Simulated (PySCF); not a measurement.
BrH4InN2. Atoms are numbered in the order given.

```xyz
8

In    -0.7019    -0.0358     0.0000
Br     1.8137     0.0105     0.0000
N     -1.5788     0.1604    -1.8324
H     -0.9920    -0.1626    -2.6012
H     -2.5000    -0.2652    -1.9307
N     -1.5788     0.1604     1.8324
H     -2.5000    -0.2652     1.9307
H     -0.9920    -0.1626     2.6012
```
Charge 0, spin multiplicity 1.

Geometry optimised at B3LYP-D3(BJ)/def2-SVP. The def2 effective core potentials stand for the cores of In; spin–orbit coupling is left out. The values are those of a single conformer.

The numbers are results of PBE/def2-TZVP (PySCF), not measurements.

ESP charges are fitted to the potential on shells at 1.4 to 2.0 van der Waals radii. Atomic charges (e):

| atom | ESP fit | Löwdin |
|---|---|---|
| In1 | 0.60 | … |
| Br2 | -0.28 | … |
| N3 | -0.70 | … |
| H4 | 0.25 | … |
| H5 | 0.29 | … |
| N6 | -0.70 | … |
| H7 | 0.29 | … |
| H8 | 0.25 | … |

Problem. Fill in the missing entries. (The exact figures need the calculation; the answer reports its results.)

Solution. 
- In1, Löwdin: 0.07
- Br2, Löwdin: 0.05
- N3, Löwdin: -0.37
- H4, Löwdin: 0.16
- H5, Löwdin: 0.15
- N6, Löwdin: -0.37
- H7, Löwdin: 0.15
- H8, Löwdin: 0.16
